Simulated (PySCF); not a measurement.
## Continuum solvent and chemical shifts

Geometry:
```json
{"atom": "C1", "x (Å)": "2.608", "y (Å)": "-0.115", "z (Å)": "-0.150"}
{"atom": "C2", "x (Å)": "1.143", "y (Å)": "0.068", "z (Å)": "-0.509"}
{"atom": "B3", "x (Å)": "0.319", "y (Å)": "1.304", "z (Å)": "-0.004"}
{"atom": "C4", "x (Å)": "-1.156", "y (Å)": "0.826", "z (Å)": "0.224"}
{"atom": "C5", "x (Å)": "-1.208", "y (Å)": "-0.580", "z (Å)": "-0.392"}
{"atom": "C6", "x (Å)": "0.213", "y (Å)": "-1.128", "z (Å)": "-0.247"}
{"atom": "H7", "x (Å)": "3.060", "y (Å)": "-0.972", "z (Å)": "-0.676"}
{"atom": "H8", "x (Å)": "3.200", "y (Å)": "0.780", "z (Å)": "-0.395"}
{"atom": "H9", "x (Å)": "2.726", "y (Å)": "-0.299", "z (Å)": "0.930"}
{"atom": "H10", "x (Å)": "1.071", "y (Å)": "0.294", "z (Å)": "-1.605"}
{"atom": "H11", "x (Å)": "0.751", "y (Å)": "2.422", "z (Å)": "0.167"}
{"atom": "H12", "x (Å)": "-1.977", "y (Å)": "1.505", "z (Å)": "-0.053"}
{"atom": "H13", "x (Å)": "-1.202", "y (Å)": "0.750", "z (Å)": "1.334"}
{"atom": "H14", "x (Å)": "-1.462", "y (Å)": "-0.499", "z (Å)": "-1.464"}
{"atom": "H15", "x (Å)": "-1.968", "y (Å)": "-1.237", "z (Å)": "0.060"}
{"atom": "H16", "x (Å)": "0.372", "y (Å)": "-1.480", "z (Å)": "0.790"}
{"atom": "H17", "x (Å)": "0.412", "y (Å)": "-1.991", "z (Å)": "-0.904"}
```

GIAO PBE0/pcSseg-1 in PySCF on one PBE0-D3(BJ)/def2-SVP conformer, non-relativistic, equivalent nuclei averaged. Solvents enter as an IEF-PCM continuum (cyclohexane with ε = 2.0, chloroform with ε = 4.7) around the gas-phase geometry. Shifts are referred to TMS, BF3·OEt2 computed in the same medium.

Gas phase, δ in ppm: C2 47.2, C6 37.3, C4 35.0, C5 28.9, C1 16.2, B3 90.1, H11 7.61, H12 2.03, H15 2.00, H17 1.97, H14 1.37, H7/H8/H9 1.35, H16 1.10, H13 0.56. Dipole moment 0.33 D.

**Question.** How does each δ change in the continuum?

**Answer.** 
```csv
atoms,environment,"Δδ, cyclohexane","Δδ, chloroform"
C2,sp3 CH bonded to B,+0.2,+0.4
C6,sp3 CH2 in a ring,+0.2,+0.4
C4,sp3 CH2 bonded to B,+0.2,+0.3
C5,sp3 CH2 in a ring,+0.2,+0.4
C1,methyl carbon,+0.1,+0.3
B3,"boron bonded to 2 C, H, in a 5-membered ring",+0.1,+0.1
H11,"hydrogen on a boron bonded to 2 C, in a 5-membered ring",-0.05,-0.09
H12,hydrogen on an sp3 CH2 bonded to B,-0.01,-0.03
H15,hydrogen on an sp3 CH2 in a ring,-0.01,-0.03
H17,hydrogen on an sp3 CH2 in a ring,-0.01,-0.02
H14,hydrogen on an sp3 CH2 in a ring,+0.01,+0.02
H7/H8/H9,hydrogen on a methyl carbon,-0.01,-0.02
H16,hydrogen on an sp3 CH2 in a ring,+0.01,+0.03
H13,hydrogen on an sp3 CH2 bonded to B,+0.05,+0.09
```

Changes are relative to the gas phase. The dipole moment becomes 0.37 D in cyclohexane, 0.40 D in chloroform.

**Question.** Which of the listed nuclei move most (in ppm), and what does the model miss?

**Answer.** C2 (sp3 CH bonded to B, +0.4 ppm) and C6 (sp3 CH2 in a ring, +0.4 ppm) and C5 (sp3 CH2 in a ring, +0.4 ppm) in chloroform. A continuum only polarises the solute; specific hydrogen bonds, the anisotropy of aromatic solvents and changes of geometry or conformer are outside it.
